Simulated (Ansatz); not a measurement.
HfAl₆. Total charge 0; singlet. Geometry r2SCAN-D4/def2-SVP.

| atom | x (Å) | y (Å) | z (Å) |
| --- | --- | --- | --- |
| Hf1 | -1.224 | -1.196 | 0.840 |
| Al2 | 1.216 | 1.829 | -0.406 |
| Al3 | -0.495 | 0.253 | -1.517 |
| Al4 | 0.505 | 0.636 | 1.964 |
| Al5 | -1.346 | 1.545 | 0.544 |
| Al6 | -0.107 | -2.358 | -1.397 |
| Al7 | 1.450 | -0.709 | -0.027 |

In the def2 sets Hf takes a core potential; there is no spin–orbit coupling. The structure comes from a short search, and lower isomers may exist.

Q: Estimate the orbital energies around the gap (eV) in Ansatz with PBE-D4/def2-SVP, r2SCAN-D4/def2-TZVP, r2SCAN-D4/def2-TZVPD, PBE0-D4/def2-SVP, PBE0-D4/def2-TZVP.

A: 
| orbital | PBE-D4/def2-SVP | r2SCAN-D4/def2-TZVP | r2SCAN-D4/def2-TZVPD | PBE0-D4/def2-SVP | PBE0-D4/def2-TZVP |
| --- | --- | --- | --- | --- | --- |
| HOMO−9 | -9.77 | -9.97 | -9.95 | -11.16 | -10.96 |
| HOMO−8 | -8.76 | -8.92 | -8.90 | -10.00 | -9.81 |
| HOMO−7 | -8.33 | -8.48 | -8.46 | -9.55 | -9.38 |
| HOMO−6 | -6.70 | -6.76 | -6.75 | -7.57 | -7.43 |
| HOMO−5 | -6.15 | -6.15 | -6.14 | -6.81 | -6.68 |
| HOMO−4 | -5.29 | -5.32 | -5.31 | -5.97 | -5.82 |
| HOMO−3 | -5.23 | -5.24 | -5.23 | -5.82 | -5.72 |
| HOMO−2 | -4.83 | -4.87 | -4.86 | -5.57 | -5.42 |
| HOMO−1 | -4.73 | -4.77 | -4.76 | -5.45 | -5.31 |
| HOMO | -4.55 | -4.54 | -4.53 | -5.16 | -5.03 |
| LUMO | -3.82 | -3.69 | -3.69 | -3.28 | -3.12 |
| LUMO+1 | -3.53 | -3.38 | -3.37 | -2.97 | -2.84 |
| LUMO+2 | -3.42 | -3.24 | -3.23 | -2.79 | -2.65 |
| LUMO+3 | -3.08 | -2.94 | -2.94 | -2.55 | -2.42 |
| LUMO+4 | -2.78 | -2.57 | -2.57 | -2.11 | -2.06 |
| LUMO+5 | -2.55 | -2.42 | -2.42 | -2.05 | -1.95 |
